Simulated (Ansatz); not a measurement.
O2Si, charge -1, doublet, at a GFN2-xTB geometry (a state made from the parent by changing its charge; the spin is typed, not shown lowest) (a gas-phase anion, which may not be bound at this level). Base run: Ansatz (a program for electronic structure) with MP2/pcseg-1.

Input for Ansatz:
Ansatz 0.2 input:
```yaml
crystal:
  periodic: [false, false, false]
  atoms:
    - {symbol: O, position_ang: [-1.38660487, 0.36377234, -0.18425808]}
    - {symbol: Si, position_ang: [-0.02557603, -0.27268081, 0.19968976]}
    - {symbol: O, position_ang: [1.43136292, 0.11341908, -0.16519900]}
basis:
  gaussian:
    orbitals: pcseg-1.json
total_charge: -1
magnetization: {spin_polarized: true, initial_magnetization: 1}
correlation: {method: mp2}
```
The basis file holds pcseg-1 in the JSON format of the Basis Set Exchange.

Variants of this job, named by their change:

```tsv
change	ΔE vs base (mEh)	MP2 correlation (Eh)	basis functions
base	0.000	-0.46166	46
method = rpa	…	-	46
method = ccsd_t	-11.376	-0.46166	46
accuracy = high	-0.010	-0.46167	46
method = bccd_t	-11.775	-0.46166	46
method = ccsd	…	-0.46166	46
method = bccd	…	-0.46166	46
lower_state_search = off	0.000	-0.46166	46
electrons = outside_noble_gas	0.000	-0.46166	46
fitting = cc-pVTZ-JKFIT (mean field), cc-pVTZ-RIFIT (correlation)	0.166	-0.46165	46
```

**Question.** Fill in the missing entries.

**Answer.** 
- method = rpa, ΔE vs base (mEh): -8.284
- method = ccsd, ΔE vs base (mEh): 2.707
- method = bccd, ΔE vs base (mEh): 5.117

A gas-phase anion may not be bound at this level; its values then depend on the basis.
